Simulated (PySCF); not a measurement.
## Spectroscopy problems

[PySCF: geometry: GFN2-xTB; shielding tensors at PBE0/pcSseg-1 (GIAO); rapidly exchanging positions averaged; one computed conformer; in vacuum; non-relativistic Hamiltonian]

References, each an isolated molecule treated in the same way: $^{1}$H (σref 31.72) and $^{13}$C (σref 186.93) against TMS. Where no couplings were computed, multiplicities follow the n + 1 count of equivalent neighbours, and m marks all less simple cases (inequivalent or close neighbours, rings, F or P nearby). Shifts are as computed. Against solution values, carbons near 30 ppm lie about +3 ppm off and those near 130 ppm about +5 ppm. Of 1211 compounds with measured shifts, 218 miss one by over three times the rms of a fit or turn the order of signals round; such compounds aren't used in these exercises.

(1) C6H6N4. $^{1}$H NMR (400 MHz, computed): δ 7.12 (m, 1H), 6.92 (m, 1H), 5.98 (m, 1H), 4.30 (s, 3H). $^{13}$C{$^{1}$H} NMR (computed): δ 158.6 (C), 130.3 (CH), 128.6 (CH2), 125.4 (C), 117.0 (C), 42.2 (CH3). Give a structure.

(2) C8H8. $^{1}$H NMR (600 MHz, computed): δ 6.03 (m, 1H), 5.55 (m, 1H), 5.49 (m, 1H), 5.46 (m, 1H), 5.33 (m, 1H), 2.92 (m, 2H), 2.60 (d, 1H). $^{13}$C{$^{1}$H} NMR (computed): δ 229.2 (C), 146.3 (CH), 122.6 (CH2), 98.6 (CH), 89.5 (CH), 80.4 (C), 79.5 (CH), 41.5 (CH2). What is it?

Results:

(1) SMILES C=Cc1nn(C)nc1C#N. The formula gives 6 degrees of unsaturation (1 ring in the answer). 6 carbon signals for 6 carbons: no two carbons are equivalent. Carbon types of the structure: 3 × C, 1 × CH, 1 × CH2, 1 × CH3, which accounts for all hydrogens. δC 158.6, 125.4: substituted aromatic carbon next to a ring nitrogen. δC 130.3: alkene CH; as expected for a trigonal carbon in a double bond. δC 128.6: terminal =CH2 carbon; as expected for a trigonal carbon in a double bond. δC 117.0: nitrile carbon; typical of a nitrile.

The data come from this structure; uniqueness wasn't tested.

(2) SMILES C#CC=C=CCC=C. The formula gives 5 degrees of unsaturation (no ring in the answer). 8 carbon signals for 8 carbons: no two carbons are equivalent. Carbon types of the structure: 2 × C, 4 × CH, 2 × CH2, which accounts for all hydrogens. δC 229.2: central carbon of an allene; the central sp carbon of an allene is among the most deshielded carbons of hydrocarbons. δC 122.6: terminal =CH2 carbon; the olefinic region. δC 89.5: terminal alkyne carbon; sp carbons lie upfield of alkene carbons because the cylindrical π system leaves one tensor component strongly shielded. δC 80.4: alkyne carbon; sp carbons lie upfield of alkene carbons because the cylindrical π system leaves one tensor component strongly shielded.

This is the structure that produced the data.
